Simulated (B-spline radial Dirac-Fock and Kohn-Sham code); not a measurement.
Kohn-Sham estimates against Dirac-Fock for the levels of Bi⁵⁹⁺

System: bismuth as Bi⁵⁹⁺ in the configuration [Ar] 3d6.

The density-functional columns are spherical, spin-unpolarised Dirac-Kohn-Sham results without Breit or QED terms: −ε is minus the orbital energy of the initial state and ΔSCF the difference of two total energies. The reference in the last column comes from Dirac-Fock energy differences between relaxed states, corrected for Breit and QED terms. All numbers are from a radial finite-basis atomic code, in eV; a selection of levels is shown. The Kohn-Sham columns are given as differences from the reference. For the 1s level of heavy atoms much of the gap between ΔSCF and the reference is the Breit and QED part, -515.4 eV here; for other levels the error of the functional can be larger.

| level | LDA −ε − DF | LDA ΔSCF − DF | Dirac-Fock |
| --- | --- | --- | --- |
| K | -195.4 | +507.8 | 94575.6 |
| L1 | -202.8 | -35.9 | 20331.1 |
| L2 | -144.4 | +60.9 | 19677.9 |
| L3 | -166.3 | +9.4 | 17361.1 |
| M1 | -104.8 | -34.7 | 7567.1 |
| M2 | -75.9 | -1.4 | 7289.2 |
| M3 | -78.5 | -10.1 | 6716.5 |
| M4,5 | -73.1 | +5.0 | 6256.9 |

Values without a named source are computed, but for edge energies of neutral atoms, which are taken from tables.
